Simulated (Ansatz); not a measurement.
The cluster Hg₂O₂ (the lowest singlet isomer of a short search), 4 atoms. Hardware: 4 threads of AMD EPYC 9R45 on a shared host.

In the def2 sets Hg takes a core potential; there is no spin–orbit coupling. Correlated methods freeze 2 core orbitals; core or outer-core shells of Hg are correlated, in sets that lack core-valence functions.

Question: How many basis functions does each of these Ansatz runs have, and roughly what does it cost? PBE0-D4/def2-TZVP, charge 0 singlet, energy, from earlier orbitals; r2SCAN-D4/def2-TZVP, charge 0 unrestricted singlet, energy, from earlier orbitals; ωB97M-V/def2-TZVP, charge 0 quintet, energy, from earlier orbitals; ωB97M-V/def2-TZVP, charge 0 singlet, energy, from earlier orbitals; PBE0-D4/def2-TZVPD, charge 0 singlet, energy, from earlier orbitals; PBE0-D4/def2-SVP, charge 0 unrestricted singlet, energy with a search over starts; r2SCAN-D4/def2-TZVP, charge 0 singlet, energy, from earlier orbitals; PBE0-D4/def2-SVP, charge -1 doublet at the geometry of the charge 0 singlet, energy with a search over starts; PBE-D4/def2-TZVPD, charge -1 doublet at the geometry of the charge 0 singlet, energy, from earlier orbitals; r2SCAN0-D4/def2-TZVP, charge 0 quintet, energy, from earlier orbitals; RPA@PBE/def2-TZVP, charge 0 triplet, energy, from earlier orbitals; revPBE-D4/def2-TZVP, charge 0 singlet, energy, from earlier orbitals.

Answer: Other jobs shared the machine, so times can vary by a factor of up to 3. A dash marks memory too small to be measured apart from the calling script's.

| run | functions | fitting or Cholesky vectors | wall time | peak host memory (GiB) |
| --- | --- | --- | --- | --- |
| PBE0-D4/def2-TZVP, charge 0 singlet, energy, from earlier orbitals | 148 | 1190 | 0.8 s | – |
| PBE0-D4/def2-TZVPD, charge 0 singlet, energy, from earlier orbitals | 172 | 1270 | 0.95 s | – |
| revPBE-D4/def2-TZVP, charge 0 singlet, energy, from earlier orbitals | 148 | 1082 | 1.2 s | – |
| RPA@PBE/def2-TZVP, charge 0 triplet, energy, from earlier orbitals | 148 | 1159 | 1.4 s | – |
| r2SCAN-D4/def2-TZVP, charge 0 singlet, energy, from earlier orbitals | 148 | 1082 | 2.2 s | – |
| r2SCAN-D4/def2-TZVP, charge 0 unrestricted singlet, energy, from earlier orbitals | 148 | 1082 | 2.5 s | – |
| PBE-D4/def2-TZVPD, charge -1 doublet at the geometry of the charge 0 singlet, energy, from earlier orbitals | 172 | 1148 | 2.6 s | – |
| ωB97M-V/def2-TZVP, charge 0 singlet, energy, from earlier orbitals | 148 | 1082 | 2.8 s | – |
| PBE0-D4/def2-SVP, charge 0 unrestricted singlet, energy with a search over starts | 92 | 908 | 3.9 s | – |
| PBE0-D4/def2-SVP, charge -1 doublet at the geometry of the charge 0 singlet, energy with a search over starts | 92 | 908 | 4.1 s | – |
| r2SCAN0-D4/def2-TZVP, charge 0 quintet, energy, from earlier orbitals | 148 | 1190 | 4.9 s | 0.77 |
| ωB97M-V/def2-TZVP, charge 0 quintet, energy, from earlier orbitals | 148 | 1082 | 10 s | 0.94 |
